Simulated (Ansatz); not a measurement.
Species: AlNH$_{3}$Cl, charge 0, singlet. AlNH3Cl (SMILES [NH2][AlH][Cl]).
B3LYP-D3(BJ)/def2-TZVP minimum from Ansatz (a program for electronic structure):
```xyz
6

Al    -0.2668    -0.6566    -0.2774
H     -1.1720    -1.3711    -1.3334
Cl    -0.1081     1.4440    -0.2418
N      0.6534    -1.5607     0.9192
H      1.2503    -1.1500     1.6200
H      0.6544    -2.5659     0.9965
```

Total energies in cc-pV(D+d)Z, 18 correlated electrons, 11 frozen orbitals. Radicals and triplets start from unrestricted determinants; spin-orbit coupling is neglected. Correlated methods leave the cores frozen. No relativity.

```json
[
 {"method": "HF", "program": "Ansatz", "energy (Eh)": "-757.73686", "minus CCSDT(Q) (mEh)": "417.90"},
 {"method": "MP2", "program": "Ansatz", "energy (Eh)": "-758.11068", "minus CCSDT(Q) (mEh)": "44.08"},
 {"method": "CCSD", "program": "Ansatz", "energy (Eh)": "-758.14390", "minus CCSDT(Q) (mEh)": "10.86"},
 {"method": "CCSD(T)", "program": "Ansatz", "energy (Eh)": "-758.15309", "minus CCSDT(Q) (mEh)": "1.67"},
 {"method": "CCSDT(Q)", "program": "Ansatz", "energy (Eh)": "-758.15476", "minus CCSDT(Q) (mEh)": "0.00"}
]
```

Rough core times of Ansatz's runs on a shared machine: CCSD(T) under 20 s, CCSDT(Q) 4 min.
